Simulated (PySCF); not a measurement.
# Diatomics of Mg with the alkali metals

PBE0 with double-zeta basis sets in PySCF, for the lowest determinant that a PBE0 search found; no spin–orbit coupling. De refers to high-spin ground-configuration atoms. A positive dipole means M(−)Mg(+).

```json
{"M": "Li", "basis": "def2-SVP", "state (unpaired electrons)": "doublet (σ ↑)", "Re (Å)": "3.109", "ωe (cm⁻¹)": "198", "De (eV)": "0.29", "μ (D)": "-1.13"}
{"M": "K", "basis": "def2-SVPD", "state (unpaired electrons)": "doublet (σ ↑)", "Re (Å)": "3.936", "ωe (cm⁻¹)": "81.0", "De (eV)": "0.17", "μ (D)": "-1.89"}
{"M": "Rb", "basis": "def2-SVP", "state (unpaired electrons)": "doublet (σ ↑)", "Re (Å)": "4.128", "ωe (cm⁻¹)": "67.9", "De (eV)": "0.15", "μ (D)": "-1.99"}
{"M": "Cs", "basis": "def2-SVP", "state (unpaired electrons)": "doublet (σ ↑)", "Re (Å)": "4.359", "ωe (cm⁻¹)": "60.9", "De (eV)": "0.14", "μ (D)": "-2.27"}
```

The shortest bond is that of LiMg (3.109 Å), the longest that of CsMg (4.359 Å).

The rows differ in basis set, which adds steps of its own.

Down a group the atoms grow and get heavier, so bonds lengthen and wavenumbers fall; this series shows no clear exception.

Weak bonds: CsMg, KMg, LiMg, RbMg. Basis-set superposition, not corrected here, can be much of De in a small basis, most of all at correlated wavefunction levels. Functionals without a dispersion term scatter widely for such bonds, and LDA overbinds them. Spin–orbit coupling is left out. States were picked by a PBE0 search and need not be the measured ground states.
